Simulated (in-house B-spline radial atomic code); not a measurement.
**BHandHLYP excitations of B⁺**

Method: BHandHLYP. Computed with an all-electron radial atomic-structure program (B-spline basis): linear response of the closed shell [He] 2s2 with the functional's adiabatic kernel; scalar-relativistic (spin-free one-electron X2C), finite nucleus, no spin-orbit coupling, no double excitations, S, P, D and F terms only.

Command:
```bash
python run_td.py task.json out
```
Settings (radii: box in bohr, nucleus in fm):
```
Z                        5
electrons                4
configuration            [He] 2s2
hamiltonian              x2c
method                   bhandhlyp
box_radius               41.61
rms_radius               2.406
intervals                77
```

Cost of the run: 0.3 s on 1 thread of Arm Neoverse N1, with other jobs on the host.

The lowest states, in the order of their Tamm-Dancoff energies; the method's threshold (minus the highest occupied level) is 21.968 eV. Labels give the largest channel, * marks a mixed state, and oscillator strengths are full-response dipole values. Measured ¹D terms are left out, since they can mix with doubly excited terms. Semilocal kernels can invert the small singlet-triplet splittings of Rydberg terms. Energies in eV:

```tsv
state	full response	Tamm-Dancoff	oscillator strength	measured (J-weighted term)
2s → 2p 3P	3.130	3.859	-	4.631
2s → 2p 1P	8.398	8.897	0.977	9.100
2s → 3s 3S	15.089	15.100	-	16.090
2s → 3s 1S	?	?	-	-
2s → 3p 3P	16.592	16.602	-	17.853
2s → 3p 1P	16.794	16.814	0.0847	17.866
2s → 3d 3D	17.470	17.477	-	18.678
2s → 3d 1D	17.622	17.623	-	-
2s → 4s 3S	18.885	18.888	-	-
2s → 4s 1S	19.090	19.096	-	-
2s → 4p 3P	?	?	-	-
2s → 4p 1P	19.444	19.448	0.0329	-
2s → 4d 3D	19.689	19.692	-	-
2s → 4d 1D	19.768	19.768	-	-
2s → 4f 1F	19.901	19.901	-	-
2s → 4f 3F	19.924	19.924	-	-
```

(1) Where does 2s → 3s 1S lie?

(2) Where does 2s → 4p 3P lie?

(3) How large is the singlet-triplet splitting of 2s → 2p (P terms) in Tamm-Dancoff?

(4) What polarisabilities and dispersion coefficient does the method give?

Results:

(1) At 15.811 eV in full response, 15.833 eV in Tamm-Dancoff.

(2) At 19.377 eV in full response, 19.380 eV in Tamm-Dancoff.

(3) 5.04 eV, from the unrounded values.

(4) Dipole 10.99 bohr³, quadrupole 28.43 bohr⁵, C6 29.95 hartree·bohr⁶ for two such species.
